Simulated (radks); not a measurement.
Results of a calculation; reference values are marked as such.
Coulomb parameter of the 4d shell of neutral rhodium in the model configuration [Kr] 4d8 5s1, as a second difference U = [E(n + 0.5) + E(n - 0.5) - 2 E(n)] / (0.5)^2 with all orbitals relaxed. "Bare": the charge of the atom changes with n. "Screened": the 5s shell takes up the change at fixed total charge, which measures U(4d,4d) + U(5s,5s) - 2 U(4d,5s). Code: a radial shooting solver on a logarithmic mesh with Libxc functionals. Model: scalar-relativistic Kohn-Sham, r2SCAN, spin-unpolarised, spherical densities, finite nucleus; meta-GGA in the generalised Kohn-Sham scheme; Fermi nuclear charge, rms radius 4.4945 fm.

| case | configuration | E - E(n) (eV) |
|---|---|---|
| start | [Kr] 4d8 5s1 | 0.000 |
| bare +0.5 | [Kr] 4d8.5 5s1 | -1.896 |
| bare -0.5 | [Kr] 4d7.5 5s1 | 4.292 |
| screened +0.5 | [Kr] 4d8.5 5s0.5 | -0.763 |
| screened -0.5 | [Kr] 4d7.5 5s1.5 | 1.108 |

U(bare) = 9.584 eV, U(screened by 5s) = 1.383 eV, against the Slater integral F0(4d,4d) = 15.807 eV with frozen orbitals. The step up makes a negative ion, whose loosely bound charge lowers the bare value.
